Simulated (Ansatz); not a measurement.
`B[Si](O)(O)F` + H₂ → `O[SiH](O)F` + BH₃  (hydrogenolysis of the Si–B bond)

Gas-phase electronic energies from Ansatz, PBE0-D4/def2-TZVP geometries. CCSD(T)/CBS adds triple-zeta CCSD(T) − MP2 to the extrapolated MP2 energy (def2 sets, frozen cores). This one scheme is used for every species. DFT in def2-TZVPP. B3LYP here is the variant with VWN-RPA as its local correlation; programs differ in this. One conformer a species, not always the lowest.

```tsv
level	ΔE (kJ/mol)	difference from CCSD(T)/CBS
LDA (SPW92)	-30.6	13.7
PBE0-D4	-37.7	6.6
B3LYP-D4	-42.4	1.9
r2SCANh-D4	-40.6	3.7
ωB97X-V	-43.2	1.1
PBE-QIDH	-46.6	-2.3
CAM-B3LYP	-51.2	-6.9
RPA@PBE/def2-TZVPP	-48.6	-4.3
MP2/def2-TZVPP	-48.7	-4.4
SCS-MP2/def2-TZVPP	-53.0	-8.7
CCSD(T)/CBS	-44.3	0
```

Largest T1 diagnostic among the species: 0.012.

In def2-TZVPP, CCSD(T) changes the Hartree–Fock value by +24.9 kJ/mol (the triples alone add +4.1 kJ/mol) and MP2 by +22.3 kJ/mol. From r2SCAN to r2SCAN0 (25 % exact exchange), in def2-TZVPP and without D4, ΔE moves by −5.8 kJ/mol.
